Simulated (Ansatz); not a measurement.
CH₈O₃Si₂ (`C[SiH](O)O[SiH2]O`). The species carries charge 0 and has multiplicity 1. All single points use the PBE0-D4/def2-TZVP geometry. It is one conformer, not always the lowest.

```xyz
14

C    -0.957    1.817    1.364
Si   -0.849    0.225    0.438
O    -1.248    0.524   -1.127
O     0.683   -0.380    0.517
Si    1.684   -1.064   -0.569
O     0.815   -1.768   -1.786
H    -0.678    1.674    2.411
H    -0.287    2.562    0.927
H    -1.975    2.211    1.333
H    -1.741   -0.815    1.017
H    -1.056   -0.178   -1.755
H     2.520   -0.029   -1.214
H     2.501   -2.087    0.129
H     0.588   -2.693   -1.685
```

What is the dipole moment at B3LYP/def2-TZVPP? (Estimate.)

Ansatz gave: 1.68 D, with components (0.27, -1.64, 0.23) D in this frame, pointing from negative to positive charge.

And with PBE, r2SCAN, ωB97M-V? (Estimate.)

Ansatz gave: PBE 1.55 D, r2SCAN 1.60 D, ωB97M-V 1.68 D.

Give the Mulliken charges with B3LYP, PBE, ωB97M-V in def2-TZVPP. (Estimate.)

Ansatz gave: 
```
atom  B3LYP    PBE  ωB97M-V
  C1  -0.38  -0.37    -0.44
 Si2   0.66   0.54     0.61
  O3  -0.41  -0.36    -0.40
  O4  -0.41  -0.33    -0.41
 Si5   0.57   0.48     0.49
  O6  -0.42  -0.38    -0.41
  H7   0.10   0.10     0.12
  H8   0.10   0.10     0.12
  H9   0.10   0.10     0.12
 H10  -0.13  -0.12    -0.08
 H11   0.19   0.19     0.18
 H12  -0.08  -0.07    -0.04
 H13  -0.09  -0.08    -0.05
 H14   0.20   0.20     0.19
```

B3LYP here is the variant with VWN-RPA as its local correlation; programs differ in this.
